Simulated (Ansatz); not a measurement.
Nudged elastic band run: CH$_{6}$AlF$_{3}$O

Input:

```yaml
crystal:
  periodic: [false, false, false]
  atoms:
    - { symbol: Al, position_ang: [-0.487568, -0.994276, 0.081516] }
    - { symbol: C, position_ang: [0.915715, -0.057579, 1.135479] }
    - { symbol: F, position_ang: [0.027899, -1.800837, -1.345087] }
    - { symbol: F, position_ang: [-1.70714, -1.785096, 0.982512] }
    - { symbol: H, position_ang: [-0.798683, 1.109786, -1.097821] }
    - { symbol: O, position_ang: [-1.513015, 0.46793, -0.803436] }
    - { symbol: H, position_ang: [1.071664, 1.056451, -0.437838] }
    - { symbol: F, position_ang: [0.770857, 1.633948, -1.148509] }
    - { symbol: H, position_ang: [0.568694, 0.867596, 1.641838] }
    - { symbol: H, position_ang: [1.162684, -0.772135, 1.951658] }
    - { symbol: H, position_ang: [1.912099, 0.13547, 0.670898] }
    - { symbol: H, position_ang: [-1.923204, 0.138542, -1.631209] }
basis:
  gaussian: { orbitals: cc-pVDZ }
hamiltonian:
  xc: pbe
neb:
  order_check: false
  images: 7
  f_tol: 0.2
  max_iterations: 60
  final_atoms:
    - { symbol: Al, position_ang: [-0.73164892, 0.00450805, -0.29469385] }
    - { symbol: C, position_ang: [1.7627066, -0.06334606, 1.38436841] }
    - { symbol: F, position_ang: [-0.0657675, -1.40845056, -1.00105267] }
    - { symbol: F, position_ang: [-1.53489753, -0.11878225, 1.2007201] }
    - { symbol: H, position_ang: [-2.09450744, 0.900319, -2.15768449] }
    - { symbol: O, position_ang: [-2.22919764, 0.07778381, -1.63788937] }
    - { symbol: H, position_ang: [1.77929814, 0.90018893, 0.83868829] }
    - { symbol: F, position_ang: [-0.11044902, 1.52598902, -0.77983121] }
    - { symbol: H, position_ang: [0.86850566, -0.11332887, 2.03644467] }
    - { symbol: H, position_ang: [1.75587242, -0.90555651, 0.66462313] }
    - { symbol: H, position_ang: [2.66907301, -0.14057103, 2.01481262] }
    - { symbol: H, position_ang: [-2.06898579, -0.65895353, -2.26850464] }
  initial_path:
    images:
      - { positions_ang: [[-0.487568, -0.994276, 0.081516], [0.915715, -0.057579, 1.135479], [0.027899, -1.800837, -1.345087], [-1.70714, -1.785096, 0.982512], [-0.798683, 1.109786, -1.097821], [-1.513015, 0.46793, -0.803436], [1.071664, 1.056451, -0.437838], [0.770857, 1.633948, -1.148509], [0.568694, 0.867596, 1.641838], [1.162684, -0.772135, 1.951658], [1.912099, 0.13547, 0.670898], [-1.923204, 0.138542, -1.631209]] }
      - { positions_ang: [[-0.49401303, -0.98296183, 0.04551204], [0.95535446, -0.00479325, 1.14210805], [0.0539944, -1.76596571, -1.35864243], [-1.63287743, -1.79938702, 0.98188892], [-0.74085548, 1.0927895, -1.14470272], [-1.56430749, 0.51562127, -0.82894032], [0.99986599, 0.91946496, -0.36773106], [0.73642777, 1.49514645, -1.16494755], [0.57968402, 0.87630047, 1.68242296], [1.15128317, -0.77369964, 1.89894853], [1.96301523, 0.20900209, 0.75357804], [-2.00756962, 0.21828273, -1.63949347]] }
      - { positions_ang: [[-0.50045805, -0.97164767, 0.00950809], [0.99499392, 0.04799251, 1.1487371], [0.0800898, -1.73109443, -1.37219787], [-1.55861487, -1.81367804, 0.98126584], [-0.68302795, 1.07579299, -1.19158443], [-1.61559997, 0.56331253, -0.85444463], [0.92806798, 0.78247892, -0.29762412], [0.70199854, 1.3563449, -1.1813861], [0.59067405, 0.88500494, 1.72300793], [1.13988233, -0.77526429, 1.84623905], [2.01393147, 0.28253417, 0.83625809], [-2.09193524, 0.29802346, -1.64777795]] }
      - { positions_ang: [[-0.50690308, -0.9603335, -0.02649587], [1.03463337, 0.10077826, 1.15536615], [0.1061852, -1.69622314, -1.3857533], [-1.4843523, -1.82796906, 0.98064275], [-0.62520043, 1.05879649, -1.23846615], [-1.66689246, 0.6110038, -0.87994895], [0.85626997, 0.64549288, -0.22751717], [0.66756931, 1.21754335, -1.19782465], [0.60166407, 0.89370941, 1.76359289], [1.1284815, -0.77682893, 1.79352958], [2.0648477, 0.35606626, 0.91893813], [-2.17630087, 0.37776419, -1.65606242]] }
      - { positions_ang: [[-0.51334811, -0.94901934, -0.06249982], [1.07427283, 0.15356402, 1.1619952], [0.13228059, -1.66135185, -1.39930873], [-1.41008973, -1.84226008, 0.98001967], [-0.5673729, 1.04179998, -1.28534786], [-1.71818495, 0.65869507, -0.90545327], [0.78447196, 0.50850684, -0.15741023], [0.63314009, 1.0787418, -1.2142632], [0.6126541, 0.90241388, 1.80417786], [1.11708066, -0.77839358, 1.74082011], [2.11576394, 0.42959834, 1.00161817], [-2.26066649, 0.45750492, -1.6643469]] }
      - { positions_ang: [[-0.56792331, -0.71063749, -0.12054833], [1.24638127, 0.0993365, 1.21758851], [0.08276857, -1.59812653, -1.29974472], [-1.44129168, -1.41139062, 1.03519478], [-0.94915654, 1.00642973, -1.50343202], [-1.84593812, 0.51346725, -1.08856229], [1.03317851, 0.60642736, 0.0916144], [0.44724281, 1.1905536, -1.10565521], [0.67661699, 0.64847819, 1.86224456], [1.2767786, -0.81018431, 1.47177086], [2.25409121, 0.287056, 1.25491678], [-2.21274631, 0.1783903, -1.81538633]] }
      - { positions_ang: [[-0.62249851, -0.47225564, -0.17859684], [1.41848972, 0.04510898, 1.27318181], [0.03325655, -1.53490121, -1.2001807], [-1.47249363, -0.98052117, 1.09036989], [-1.33094017, 0.97105949, -1.72151617], [-1.97369129, 0.36823944, -1.27167132], [1.28188505, 0.70434788, 0.34063903], [0.26134553, 1.30236541, -0.99704721], [0.74057988, 0.39454251, 1.92031127], [1.43647654, -0.84197504, 1.20272162], [2.39241847, 0.14451366, 1.50821539], [-2.16482614, -0.10072431, -1.96642577]] }
      - { positions_ang: [[-0.67707371, -0.2338738, -0.23664534], [1.59059816, -0.00911854, 1.32877511], [-0.01625548, -1.47167588, -1.10061669], [-1.50369558, -0.54965171, 1.14554499], [-1.71272381, 0.93568924, -1.93960033], [-2.10144446, 0.22301162, -1.45478035], [1.5305916, 0.80226841, 0.58966366], [0.07544825, 1.41417721, -0.88843921], [0.80454277, 0.14060682, 1.97837797], [1.59617448, -0.87376577, 0.93367237], [2.53074574, 0.00197131, 1.761514], [-2.11690596, -0.37983892, -2.1174652]] }
      - { positions_ang: [[-0.73164892, 0.00450805, -0.29469385], [1.7627066, -0.06334606, 1.38436841], [-0.0657675, -1.40845056, -1.00105267], [-1.53489753, -0.11878225, 1.2007201], [-2.09450744, 0.900319, -2.15768449], [-2.22919764, 0.07778381, -1.63788937], [1.77929814, 0.90018893, 0.83868829], [-0.11044902, 1.52598902, -0.77983121], [0.86850566, -0.11332887, 2.03644467], [1.75587242, -0.90555651, 0.66462313], [2.66907301, -0.14057103, 2.01481262], [-2.06898579, -0.65895353, -2.26850464]] }
```

Run as:

```bash
$ ansatz run input.yaml --threads 2 --pin off --max-ram 3072MiB --backend cpu --events-out ev --progress --plain --runs-dir out
```

Output, in part (warnings, iteration lines, the closing report on the highest movable image, with atoms numbered from 0):

```
NEB end point (image 0): max|allowed force component| = 2.878e-2 eV/Å (the criterion of neb.relax_end_points is 4.000e-2)
NEB end point (image 8): max|allowed force component| = 2.732e-2 eV/Å (the criterion of neb.relax_end_points is 4.000e-2)
NEB iter   1: max|band force component| = 1.369e1 eV/Å  barrier→ = 2.4343 eV  barrier← = 3.9253 eV  Δτ_max = 0.2000 Å  (252 SCF iters)
NEB iter   2: max|band force component| = 2.969e0 eV/Å  barrier→ = 0.8856 eV  barrier← = 2.3766 eV  Δτ_max = 0.2000 Å  (224 SCF iters)
NEB iter   3: max|band force component| = 2.955e0 eV/Å  barrier→ = 0.5757 eV  barrier← = 2.0667 eV  Δτ_max = 0.2000 Å  (222 SCF iters)
NEB iter   4: max|band force component| = 3.585e0 eV/Å  barrier→ = 0.4597 eV  barrier← = 1.9507 eV  Δτ_max = 0.1013 Å  (223 SCF iters)
NEB iter   5: max|band force component| = 1.373e0 eV/Å  barrier→ = 0.2854 eV  barrier← = 1.7764 eV  Δτ_max = 0.2000 Å  (204 SCF iters)
NEB iter   6: max|band force component| = 1.004e0 eV/Å  barrier→ = 0.3091 eV  barrier← = 1.8001 eV  Δτ_max = 0.1590 Å  (208 SCF iters)
NEB iter   7: max|band force component| = 8.366e-1 eV/Å  barrier→ = 0.2740 eV  barrier← = 1.7650 eV  Δτ_max = 0.1405 Å  (205 SCF iters)
NEB iter   8: max|band force component| = 6.274e-1 eV/Å  barrier→ = 0.2034 eV  barrier← = 1.6944 eV  Δτ_max = 0.1321 Å  (204 SCF iters)
NEB iter   9: max|band force component| = 3.508e-1 eV/Å  barrier→ = 0.1762 eV  barrier← = 1.6672 eV  CI = image 2  Δτ_max = 0.2000 Å  (201 SCF iters)
NEB iter  10: max|band force component| = 3.125e-1 eV/Å  barrier→ = 0.2780 eV  barrier← = 1.7690 eV  CI = image 2  Δτ_max = 0.0995 Å  (202 SCF iters)
NEB iter  11: max|band force component| = 2.791e-1 eV/Å  barrier→ = 0.3145 eV  barrier← = 1.8055 eV  CI = image 2  Δτ_max = 0.1011 Å  (204 SCF iters)
NEB iter  12: max|band force component| = 3.113e-1 eV/Å  barrier→ = 0.3482 eV  barrier← = 1.8392 eV  CI = image 2  Δτ_max = 0.0500 Å  (203 SCF iters)
NEB iter  13: max|band force component| = 2.377e-1 eV/Å  barrier→ = 0.3416 eV  barrier← = 1.8326 eV  CI = image 2  Δτ_max = 0.0994 Å  (207 SCF iters)
NEB iter  14: max|band force component| = 1.619e-1 eV/Å  barrier→ = 0.3357 eV  barrier← = 1.8267 eV  CI = image 2  Δτ_max = 0.0000 Å  (406 SCF iters)
Total energy: -17919.32331376 eV, -658.5229856270 hartree
Atom 0 at    -0.460450    -0.757114    -0.082679 Å, force    -0.106027    -0.076060     0.070713 eV/Å
Atom 1 at     1.023186     0.117776     1.118047 Å, force     0.040201    -0.109420    -0.016320 eV/Å
Atom 2 at     0.007836    -1.843680    -1.310466 Å, force     0.020313     0.023804    -0.000756 eV/Å
Atom 3 at    -1.479586    -1.431184     1.111798 Å, force    -0.002207     0.019929     0.001249 eV/Å
Atom 4 at    -0.737181     1.069611    -1.300806 Å, force     0.172791     0.090903    -0.106421 eV/Å
Atom 5 at    -1.583079     0.609037    -0.899434 Å, force    -0.091752    -0.155549     0.114702 eV/Å
Atom 6 at     0.898347     0.636312    -0.126499 Å, force    -0.020372     0.079839    -0.000628 eV/Å
Atom 7 at     0.716622     1.050424    -1.271077 Å, force     0.007594     0.072756    -0.089263 eV/Å
Atom 8 at     0.400540     0.497648     1.949961 Å, force    -0.009926     0.008660    -0.008444 eV/Å
Atom 9 at     1.371380    -0.912626     1.357797 Å, force     0.003263     0.004743     0.033191 eV/Å
Atom 10 at     1.960373     0.712893     1.091379 Å, force    -0.006865     0.009520     0.011088 eV/Å
Atom 11 at    -2.117986     0.250702    -1.638021 Å, force    -0.007014     0.030876    -0.009110 eV/Å
Dipole moment:    -0.031711     0.529700     0.028577 e Å
```

It converged. The threshold of 0.2 eV/Å is loose, so the images may lie well off the minimum-energy path. The order of the stationary point at the top wasn't checked. The orbitals stay closed-shell, which can raise the energy where a bond breaks towards radicals; this wasn't checked here.

Final band (atoms are numbered from 1 in the order of the input):

| image | path coordinate (Å) | energy (eV) | Al1–C2 (Å) | H7–F8 (Å) | Al1–F8 (Å) |
| --- | --- | --- | --- | --- | --- |
| 0 | 0.00 | 0.00 | 1.99 | 0.96 | 3.16 |
| 1 | 0.86 | 0.03 | 2.00 | 0.98 | 2.99 |
| 2 | 1.72 | 0.34 | 2.10 | 1.23 | 2.46 |
| 3 | 2.58 | -0.35 | 2.40 | 1.65 | 1.94 |
| 4 | 3.46 | -0.94 | 2.77 | 1.89 | 1.78 |
| 5 | 4.33 | -1.25 | 3.08 | 2.06 | 1.74 |
| 6 | 5.21 | -1.40 | 3.25 | 2.25 | 1.72 |
| 7 | 6.09 | -1.46 | 3.13 | 2.38 | 1.72 |
| 8 | 6.96 | -1.49 | 3.01 | 2.57 | 1.71 |

The run took 2.9 min on 2 threads of Intel(R) Xeon(R) Platinum 8488C (Sapphire Rapids), with other jobs on the host, peak memory 0.18 GiB.
